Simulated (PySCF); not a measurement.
Isomers of C8H8FN, one GFN2-xTB conformer each. Single-point energies are computed at PBE0/pcSseg-1 (PySCF, gas phase, no added dispersion term), electronic only.

```csv
SMILES,GFN2-xTB relative energy (kJ/mol)
C=C[C@@H]1CC(F)=C[C@@H]1C#N,0.0
C#C[C@@H](C)[C@@H](F)/C=C/C#N,130.9
```

Conformers: `[CH2:1]=[CH:2][C@@H:3]1[CH2:4][C:5]([F:6])=[CH:7][C@@H:8]1[C:9]#[N:10]` with C1–C2–C3–C4 -126°, C2–C3–C4–C5 -144°, C3–C4–C5–F6 -168°, C5–C7–C8–C9 105°, C2–C3–C8–C7 145°; `[CH:1]#[C:2][C@@H:3]([CH3:4])[C@@H:5]([F:6])/[CH:7]=[CH:8]/[C:9]#[N:10]` with C2–C3–C5–F6 169°, C3–C5–C7–C8 -121°.

Problem. What does PBE0/pcSseg-1 give for the same structures?

Solution. 
```csv
SMILES,PBE0/pcSseg-1 E (Eh),PBE0/pcSseg-1 (kJ/mol),GFN2-xTB (kJ/mol),point group
C=C[C@@H]1CC(F)=C[C@@H]1C#N,-463.61339,0.0,0.0,C1
C#C[C@@H](C)[C@@H](F)/C=C/C#N,-463.56658,122.9,130.9,C1
```

Both levels put the same isomer lowest. As drawn, the higher has a C≡C bond, which the lower lacks.

Problem. Which frontier levels, dipoles and rotational constants go with these structures?

Solution. 
| SMILES | HOMO (eV, PBE0/pcSseg-1) | LUMO (eV) | dipole (D) | A, B, C (MHz) |
| --- | --- | --- | --- | --- |
| C=C[C@@H]1CC(F)=C[C@@H]1C#N | -7.72 | -0.18 | 3.71 | 1935, 1051, 767.1 |
| C#C[C@@H](C)[C@@H](F)/C=C/C#N | -8.15 | -1.64 | 4.23 | 1930, 769.8, 648.2 |
